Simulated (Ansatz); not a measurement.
Ga(CO)H3 (CH3GaO). The state is a triplet with charge 0. Geometry PBE0-D4/def2-TZVP, that of the neutral singlet; atoms count from 1.

```
atom    x (Å)    y (Å)    z (Å)
 Ga1   0.3119   0.4762  -0.6429
  C2  -0.4772  -0.7529   1.0243
  O3  -0.9033  -1.3738   1.8526
  H4   0.2797  -0.6970  -1.6908
  H5   1.6683   0.8435   0.0625
  H6  -0.8794   1.5040  -0.6057
```

At PBE0-D4/def2-TZVP a singlet of charge 0 lies 5.77 eV below the triplet at the same geometry.

Problem. Estimate the Mulliken populations from the PBE0/def2-TZVP orbitals of Ansatz.

Solution. 
| atom | charge (e) | spin (α − β) |
| --- | --- | --- |
| Ga1 | 0.12 | 0.35 |
| C2 | -0.24 | 0.59 |
| O3 | -0.09 | 0.22 |
| H4 | 0.19 | 0.58 |
| H5 | 0.01 | 0.12 |
| H6 | 0.01 | 0.14 |
Mulliken values depend strongly on the basis.

Problem. Where does the spin sit?

Solution. Summed by element: Ga 0.35, C 0.59, O 0.22, H 0.84, of 2 unpaired in all. Largest on single atoms: C2 0.59, H4 0.58, Ga1 0.35.

Problem. And the Mayer bond orders between heavy atoms (over 0.3)?

Solution. Ga1–C2 0.97 (2.22 Å); C2–O3 2.21 (1.12 Å).
